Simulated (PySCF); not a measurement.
C3H5F3O.

```xyz
12

C      2.7178     0.1103    -0.5870
C      1.2330     0.1076    -0.8769
O      0.5440    -0.0422     0.3747
C     -0.7924    -0.0475     0.3219
F     -1.2900     1.0953    -0.1842
F     -1.2713    -1.0437    -0.4445
F     -1.2663    -0.2006     1.5502
H      3.0198    -0.8315    -0.1051
H      3.2819     0.2212    -1.5253
H      2.9803     0.9440     0.0812
H      0.9126     1.0503    -1.3498
H      0.9526    -0.7271    -1.5399
```
Charge 0, spin multiplicity 1.

Geometry optimised at ωB97X-D3(BJ)/def2-SVP. One conformer was computed; it need not be the lowest.

These are PBE/pcSseg-1 (PySCF) values and carry that method's errors. Non-relativistic, no solvent.

Computed absolute GIAO shielding of each atom: isotropic value and principal components (ppm):
```json
[
 {"atom": "C1", "σ(iso)": "163.8", "σ11": "149.9", "σ22": "161.9", "σ33": "179.6", "span": "29.7"},
 {"atom": "C2", "σ(iso)": "113.9", "σ11": "82.3", "σ22": "96.8", "σ33": "162.6", "span": "80.3"},
 {"atom": "O3", "σ(iso)": "200.7", "σ11": "159.0", "σ22": "165.1", "σ33": "278.1", "span": "119.0"},
 {"atom": "C4", "σ(iso)": "45.6", "σ11": "39.0", "σ22": "41.1", "σ33": "56.6", "span": "17.6"},
 {"atom": "F5", "σ(iso)": "239.2", "σ11": "146.7", "σ22": "219.7", "σ33": "351.2", "span": "204.5"},
 {"atom": "F6", "σ(iso)": "238.9", "σ11": "146.7", "σ22": "219.7", "σ33": "350.3", "span": "203.6"},
 {"atom": "F7", "σ(iso)": "234.7", "σ11": "165.2", "σ22": "199.0", "σ33": "339.8", "span": "174.6"},
 {"atom": "H8", "σ(iso)": "29.7", "σ11": "25.9", "σ22": "28.0", "σ33": "35.2", "span": "9.3"},
 {"atom": "H9", "σ(iso)": "30.1", "σ11": "26.3", "σ22": "27.3", "σ33": "36.6", "span": "10.3"},
 {"atom": "H10", "σ(iso)": "29.7", "σ11": "25.9", "σ22": "28.0", "σ33": "35.2", "span": "9.3"},
 {"atom": "H11", "σ(iso)": "27.2", "σ11": "22.2", "σ22": "28.2", "σ33": "31.3", "span": "9.0"},
 {"atom": "H12", "σ(iso)": "27.2", "σ11": "22.2", "σ22": "28.2", "σ33": "31.3", "span": "9.1"}
]
```
